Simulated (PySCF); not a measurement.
Job file and geometry (Å, from PBE0-D3(BJ)/def2-SVP) of an NMR shielding run on (E)-Diethyl(styryl)phosphine oxide (CCP(=O)(/C=C/c1ccccc1)CC, C12H17OP), PySCF, GIAO PBE0/pcSseg-1 NMR shielding, non-relativistic, gas phase; density fitting, a coarse starting grid and PySCF grid level 2 are the driver's defaults:

```
$ OMP_NUM_THREADS=1 python probes_run.py task.json out

{"job": {"kind": "nmr", "xc": "PBE0", "basis": "pcSseg-1"}, "charge": 0, "multiplicity": 1}
C     -3.908745     1.867130     0.677774
C     -2.511599     1.396294     1.058301
P     -1.804055     0.269752    -0.193895
O     -1.874201     0.809762    -1.595560
C     -0.109337    -0.036005     0.340794
C      0.877841     0.266552    -0.519298
C      2.321407     0.128294    -0.322027
C      3.181121     0.539061    -1.352340
C      4.562689     0.433670    -1.216264
C      5.109981    -0.087103    -0.045575
C      4.267155    -0.501985     0.988355
C      2.888893    -0.395348     0.851654
C     -2.677280    -1.322471     0.010496
C     -2.249337    -2.318154    -1.058128
H     -4.259184     2.657305     1.358299
H     -3.905068     2.265773    -0.347306
H     -4.643070     1.047793     0.716370
H     -2.487790     0.903946     2.045360
H     -1.813743     2.248344     1.104698
H      0.083642    -0.441274     1.340711
H      0.559753     0.669733    -1.489882
H      2.750301     0.947166    -2.270504
H      5.215421     0.759963    -2.029268
H      6.193722    -0.171609     0.064047
H      4.691519    -0.912126     1.907852
H      2.240755    -0.724598     1.666929
H     -2.500149    -1.701866     1.031229
H     -3.754400    -1.100847    -0.072496
H     -2.837933    -3.245672    -0.999328
H     -2.385901    -1.877870    -2.056556
H     -1.185660    -2.582849    -0.955698
```

**Question.** Write the output of this run.

**Answer.** 
```
coarse grid: 26288 points
cycle   1  E = -882.9544620251  dE =  2.081e+00  |g| = 9.868e-01  |ddm| = 5.325e+00
cycle   2  E = -882.3227985367  dE =  6.317e-01  |g| = 1.994e+00  |ddm| = 4.511e+00
cycle   3  E = -883.1415659042  dE = -8.188e-01  |g| = 2.907e-01  |ddm| = 3.757e+00
cycle   4  E = -883.1602364784  dE = -1.867e-02  |g| = 9.378e-02  |ddm| = 3.813e-01
cycle   5  E = -883.1618968436  dE = -1.660e-03  |g| = 4.491e-02  |ddm| = 1.128e-01
cycle   6  E = -883.1624152300  dE = -5.184e-04  |g| = 7.757e-03  |ddm| = 4.970e-02
cycle   7  E = -883.1624285516  dE = -1.332e-05  |g| = 3.148e-03  |ddm| = 1.112e-02
cycle   8  E = -883.1624310256  dE = -2.474e-06  |g| = 8.597e-04  |ddm| = 3.514e-03
final grid: 248960 points
cycle   9  E = -883.2580821130  dE = -5.521e-05  |g| = 1.300e-02  |ddm| = 6.335e-02
cycle  10  E = -883.2580438729  dE =  3.824e-05  |g| = 1.900e-02  |ddm| = 3.280e-02
cycle  11  E = -883.2581200248  dE = -7.615e-05  |g| = 3.802e-03  |ddm| = 2.260e-02
cycle  12  E = -883.2581228766  dE = -2.852e-06  |g| = 3.622e-04  |ddm| = 4.258e-03
cycle  13  E = -883.2581228928  dE = -1.617e-08  |g| = 2.564e-04  |ddm| = 6.316e-04
cycle  14  E = -883.2581229097  dE = -1.693e-08  |g| = 4.683e-05  |ddm| = 2.794e-04
cycle  15  E = -883.2581229102  dE = -4.839e-10  |g| = 1.903e-05  |ddm| = 6.876e-05
converged SCF energy = -883.2581229102

GIAO shielding tensors (ppm)
atom      isotropic    diamagn.    paramagn.     s11        s22        s33       span
  0 C      177.623     242.582     -64.959    171.506    175.216    186.146     14.640
  1 C      157.232     260.444    -103.212    148.583    150.787    172.326     23.744
  2 P      300.083     969.999    -669.915    223.072    240.768    436.410    213.337
  3 O      266.019     400.891    -134.872    153.301    312.405    332.351    179.050
  4 C       59.873     271.338    -211.466    -38.208     64.605    153.221    191.430
  5 C       26.416     260.630    -234.213    -92.265     25.426    146.088    238.353
  6 C       45.316     258.321    -213.005    -50.148     10.022    176.075    226.223
  7 C       46.065     250.178    -204.113    -54.482     32.898    159.778    214.261
  8 C       49.762     254.264    -204.502    -61.463     36.769    173.981    235.444
  9 C       48.706     254.375    -205.669    -61.199     33.117    174.200    235.398
 10 C       50.641     253.287    -202.646    -60.747     38.025    174.644    235.390
 11 C       54.766     251.963    -197.197    -51.527     38.925    176.900    228.427
 12 C      161.343     261.303     -99.960    146.526    163.095    174.409     27.883
 13 C      177.890     248.015     -70.125    172.306    175.779    185.586     13.280
 14 H       30.072      24.860       5.212     24.973     27.117     38.126     13.153
 15 H       29.485      27.447       2.038     24.067     29.323     35.064     10.997
 16 H       30.382      27.240       3.141     25.216     29.621     36.309     11.093
 17 H       30.032      35.120      -5.088     25.919     29.306     34.871      8.952
 18 H       29.772      35.438      -5.666     24.861     29.984     34.470      9.609
 19 H       24.970      39.596     -14.627     22.423     22.870     29.616      7.192
 20 H       23.538      38.400     -14.862     19.524     19.781     31.308     11.785
 21 H       23.805      33.121      -9.316     19.920     22.970     28.524      8.603
 22 H       23.750      27.550      -3.800     20.335     24.219     26.697      6.363
 23 H       23.838      25.972      -2.134     20.598     24.509     26.408      5.810
 24 H       23.779      29.300      -5.521     20.181     24.110     27.045      6.864
 25 H       23.370      35.516     -12.146     18.574     22.373     29.163     10.589
 26 H       30.318      35.403      -5.085     26.517     28.769     35.668      9.150
 27 H       29.492      31.725      -2.233     24.272     29.693     34.511     10.238
 28 H       30.229      27.456       2.773     25.115     27.255     38.317     13.202
 29 H       29.729      30.316      -0.586     24.712     29.137     35.339     10.628
 30 H       30.434      32.956      -2.522     25.118     30.330     35.854     10.737
```

**Question.** Turn these shieldings into chemical shifts. δ = σ(ref) − σ, references computed at the same level: TMS for ¹³C (184.41 ppm), ¹H (31.27 ppm); H3PO4 for ³¹P (310.13 ppm); ¹⁷O (334.56 ppm) against H2O.

**Answer.** Averaging equivalent atoms: C 5: 158.0; C 6: 139.1; C 9: 135.7; C 8/10: 134.2; C 7/11: 134.0; C 4: 124.5; C 1/12: 25.1; C 0/13: 6.7; P 2: 10.0; O 3: 68.5; H 20: 7.73; H 21/25: 7.68; H 22/24: 7.50; H 23: 7.43; H 19: 6.30; H 17/27: 1.50; H 18/26: 1.22; H 14/15/16/28/29/30: 1.21 ppm. Experimental scales use liquid or dissolved standards, which lie at an offset from isolated H2O (liquid H2O: subtract about 36 ppm) and H3PO4.

Size and cost of the density-fitted run: 330 basis functions, 110 s wall time on 1 thread of an Arm Neoverse V2, shared host; peak memory 2.1 GiB.
